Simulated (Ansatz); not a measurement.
Ideal-gas functions of `[Cl][Ge]([I])([I])[I]` at 800 K and 1 bar, from an Ansatz frequency run at PBE0-D4/def2-TZVP.

Molar mass 488.78 g/mol, point group C3v (symmetry number 3), electronic degeneracy 1, moments of inertia 1362.348, 1362.728, 2134.65 u Å². Harmonic wavenumbers (cm⁻¹, unscaled): 61, 61, 92, 114, 114, 191, 280, 280, 427.

Use S(trans) = R[1.5 ln M + 2.5 ln T − 1.1517]; rotational temperatures θ = 24.2544 K / I; S(rot) = R[ln(√π/σ · √(T³/θAθBθC)) + 1.5]; for each mode x = 1.438777 ν̃/T, S = R[x/(eˣ − 1) − ln(1 − e⁻ˣ)] and H = RT x/(eˣ − 1); 1 cm⁻¹ = 0.0119627 kJ/mol; R = 8.31446 J/(mol·K).

By hand: the entropy, in J/(mol·K).

Translation 206.6. Rotation: θ = 0.0178, 0.0178, 0.0114 K, giving 143.6. Vibration, mode by mode: 26.69, 26.69, 23.28, 21.50, 21.50, 17.24, 14.11, 14.11, 10.71, in all 175.8. Electronic 0.0. Sum 526.0 J/(mol·K).

By hand: H − E and G − E in kJ/mol, counted from the electronic energy.

Zero-point energy ½ × 1620 × 0.0119627 = 9.7; thermal vibration 50.9; translation, rotation and pV give 4 RT = 26.6. H − E = 87.2 kJ/mol, and G − E = 87.2 − 800 × 526.0/1000 = -333.6 kJ/mol.

Vibration gives 33 % of the entropy, 119.7 J/(mol·K) of it from the modes under 150 cm⁻¹: soft modes count most, and the harmonic formula is weakest for them.
